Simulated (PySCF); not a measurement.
Ge(H)2(F)(NH2) (FGeH4N), SMILES [NH2][GeH2][F]. Heavy atoms are numbered as in [GeH2:1]([NH2:2])[F:3]. Hydrogens are named by the atom that carries them.

Geometry: PBE0-D3(BJ)/def2-TZVP. Other conformers were not sampled.

The numbers are results of PBE0/pcSseg-1 (PySCF), not measurements.

GIAO shieldings, no solvent; atoms alike by connectivity are averaged. δ = σ(ref) − σ: ⁷³Ge against GeH4 (σ = 1658.3 ppm); ¹⁵N against NH3 (σ = 267.4 ppm); ¹⁹F against CFCl3 (σ = 167.2 ppm); ¹H against TMS (σ = 31.56 ppm), references at their B3LYP-D3(BJ)/def2-TZVP geometries, non-relativistic.

Computed chemical shifts:
```
nucleus       atoms  count  δ (ppm)
-------  ----------  -----  -------
⁷³Ge     Ge1 (GeH2)      1    339.6
¹⁵N        N2 (NH2)      1     33.7
¹⁹F              F3      1   -187.9
¹H         H on Ge1      2     5.55
¹H          H on N2      2     1.24
```
